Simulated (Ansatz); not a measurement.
Reaction (substitution at a C–Si bond): `C#C[Si](Cl)(Cl)C#C` + `CC(N)=O` → `C#CNC(C)=O` + `C#C[SiH](Cl)Cl`

Gas-phase electronic energies from Ansatz, PBE0-D4/def2-TZVP geometries. CCSD(T)/CBS adds triple-zeta CCSD(T) − MP2 to the extrapolated MP2 energy (def2 sets, frozen cores). DFT in def2-TZVPP. B3LYP here is the variant with VWN-RPA as its local correlation; programs differ in this. Each species was taken in one conformer, which may not be the lowest.

CCSD(T)/CBS gives +105.6 kJ/mol.

Question: Another level gave +95.9 kJ/mol. Which?
A. CCSD(T)/def2-TZVPP
B. B3LYP/def2-TZVPP
C. PBE/def2-TZVPP
D. B3LYP-D4/def2-TZVPP

Answer: D. B3LYP-D4 95.9, B3LYP 91.5, CCSD(T)/def2-TZVPP 104.1, PBE 87.2 kJ/mol.

Largest T1 diagnostic among the species: 0.015.

In def2-TZVPP, CCSD(T) changes the Hartree–Fock value by +6.7 kJ/mol (the triples alone add +1.2 kJ/mol) and MP2 by +12.2 kJ/mol. The D4 term adds +4.4 kJ/mol with B3LYP and +2.5 kJ/mol with PBE0; it sums over pairs of atoms, weighted by their polarisabilities, and B3LYP, whose exchange is more repulsive, gets the larger term.
